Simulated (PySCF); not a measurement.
Adding and removing an electron: GeCl

PBE0; basis Ge cc-pVDZ-PP with ECP10, Cl cc-pV(D+d)Z; scalar-relativistic core potentials; PySCF 2.14. Neutral (UKS): doublet (π ↑), Re = 2.197 Å, ωe = 399 cm⁻¹, De = 4.01 eV, HOMO -5.13 eV, LUMO -3.11 eV.

GeCl⁺ (UKS): singlet (closed shell), Re = 2.078 Å, ωe = 499 cm⁻¹, De = 4.52 eV to Ge⁺ + Cl. The energies at the minima are -754.61717 hartree for GeCl and -754.34617 for GeCl⁺.

Work out the adiabatic ionisation energy, without and with harmonic zero-point energies (1 hartree = 27.2114 eV, 1 eV = 8065.5 cm⁻¹), and the change of the bond length.

At PBE0: 0.27100 hartree = 7.374 eV between the minima; the zero-point term (499.0 − 399.0)/2 cm⁻¹ = +0.006 eV makes it 7.380 eV. Re changes by -11.9 pm against the neutral. The electron leaves a π orbital, and the shorter bond of the ion fits an antibonding orbital, or a change in how ionic the bond is.

For an ion De counts to the pair picked by the measured ionisation energies or electron affinities, which need not be the lowest pair at this level. States were picked by a PBE0 search and need not be the measured ground states.
